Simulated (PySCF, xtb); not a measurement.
CH₄BrFO₂Si, SMILES CO[Si](O)(F)Br. Other conformers were not sampled.

Harmonic wavenumbers (cm⁻¹) from GFN2-xTB in xtb at its own minimum, in rising order: 45, 101, 124, 168, 185, 245, 249, 277, 332, 455, 766, 793, 892, 976, 1135, 1143, 1208, 1418, 1474, 1476, 2966, 2985, 3011, 3673.

**Question.** What does B3LYP-D3(BJ)/def2-SVP (PySCF) give at its own minimum? (The exact figures need the calculation; the answer reports its results.)

**Answer.** 51, 95, 125, 169, 217, 260, 278, 313, 369, 466, 757, 797, 936, 986, 1166, 1178, 1220, 1475, 1477, 1479, 3013, 3092, 3130, 3878. Paired by order, the mean absolute difference is 36 cm⁻¹ and the zero-point energies are 37.3 and 38.5 kcal/mol.
